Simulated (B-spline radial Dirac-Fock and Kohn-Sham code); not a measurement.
**Magnetic form factor of the 5d shell of W⁺**

System: W⁺ in the configuration [Xe] 4f14 5d5 (not the ground configuration).

Input file task.json (cfg lists n, l and occupation; rrms is the nuclear radius in fm):

```json
{"items": [{
  "Z": 74,
  "q": 1,
  "cfg": [[1, 0, 2], [2, 0, 2], [2, 1, 6], [3, 0, 2], [3, 1, 6], [3, 2, 10], [4, 0, 2], [4, 1, 6], [4, 2, 10], [4, 3, 14], [5, 0, 2], [5, 1, 6], [5, 2, 5]],
  "A": 184,
  "rrms": 5.3658,
  "do": ["scatter"],
  "s": [0.0, 0.08, 0.1, 0.13, 0.15, 0.19, 0.23, 0.28, 0.35, 0.42, 0.52, 0.64, 0.78, 0.95, 1.17, 1.43, 1.75, 2.15, 2.63, 3.22, 3.95, 4.84, 5.93],
  "pz": [0, 0.1, 0.2, 0.3, 0.4, 0.5, 0.6, 0.8, 1.0, 1.2, 1.4, 1.6, 1.8, 2.0, 2.5, 3.0, 4.0, 5.0, 7.0, 10.0, 15.0, 20.0, 30.0, 40.0, 60.0, 100.0],
  "hv_scatter": [1000, 2000, 10000, 20000, 50000, 100000, 500000, 1000000]
}]}
```

Run with: `python xray_run.py task.json out`

Method: Dirac-Fock densities. Computed with a radial B-spline solver. ⟨j_K⟩ is the integral of the 5d radial density with the spherical Bessel function j_K(4πsr), s = sin θ/λ.

```
s (Å⁻¹)     ⟨j0⟩     ⟨j2⟩     ⟨j4⟩
      0   1.0000   0.0000   0.0000
   0.08   0.7970   0.0767   0.0032
    0.1   0.7037   0.1085   0.0070
   0.13   0.5567   0.1528   0.0164
   0.15   0.4617   0.1770   0.0249
   0.19   0.2941   0.2073   0.0454
   0.23   0.1657   0.2140   0.0666
   0.28   0.0598   0.1973   0.0885
   0.35  -0.0115   0.1507   0.1046
   0.42  -0.0299   0.1003   0.1045
   0.52  -0.0195   0.0442   0.0871
   0.64   0.0018   0.0079   0.0577
   0.78   0.0146  -0.0049   0.0282
   0.95   0.0146  -0.0023   0.0073
   1.17   0.0066   0.0049  -0.0012
   1.43   0.0003   0.0073   0.0001
```

Radial moments of the shell: ⟨r²⟩ = 4.897, ⟨r⁴⟩ = 46.71, ⟨r⁶⟩ = 783.2 in powers of bohr.
